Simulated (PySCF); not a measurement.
Te(H)(SiH3) (H4SiTe), SMILES [SiH3][TeH].

The structure is a stationary point at B3LYP-D3(BJ)/def2-TZVP. The def2 effective core potentials stand for the cores of Te; spin–orbit coupling is left out.

All values below come from TDA-B3LYP/def2-SVPD (PySCF 2.14.0).

Vertical excitations. Gas-phase values at a fixed geometry. State labels are in the subgroup Cs.

| state | symmetry | energy (eV) | λ (nm) | f | main pairs |
|---|---|---|---|---|---|
| S1 | A" | 4.11 | 302 | 0.001 | HOMO→LUMO 98 % |
| S2 | A" | 4.62 | 268 | 0.028 | HOMO→LUMO+1 98 % |
| S3 | A" | 5.77 | 215 | 0.003 | HOMO→LUMO+2 73 %, HOMO→LUMO+3 26 % |
| S4 | A" | 6.01 | 206 | 0.036 | HOMO→LUMO+3 68 %, HOMO→LUMO+2 26 % |
| S5 | A' | 6.01 | 206 | 0.009 | HOMO→LUMO+4 80 %, HOMO−1→LUMO 19 % |
| S6 | A" | 6.24 | 199 | 0.000 | HOMO→LUMO+5 98 % |
| S7 | A" | 6.42 | 193 | 0.048 | HOMO→LUMO+6 96 % |
| S8 | A' | 6.54 | 190 | 0.084 | HOMO→LUMO+7 91 % |
| S9 | A' | 6.61 | 188 | 0.022 | HOMO−1→LUMO+1 68 %, HOMO−1→LUMO 20 % |
| S10 | A' | 7.07 | 175 | 0.277 | HOMO→LUMO+9 33 %, HOMO−1→LUMO 29 %, HOMO−1→LUMO+1 22 %, HOMO→LUMO+4 7 % |
| T1 | A" | 3.72 | 334 | 0 | HOMO→LUMO 95 % |
| T2 | A" | 4.20 | 295 | 0 | HOMO→LUMO+1 94 % |
| T3 | A' | 5.46 | 227 | 0 | HOMO−1→LUMO 86 % |
| T4 | A" | 5.62 | 221 | 0 | HOMO→LUMO+2 79 %, HOMO→LUMO+3 12 % |
Triplets are in the Tamm–Dancoff approximation.
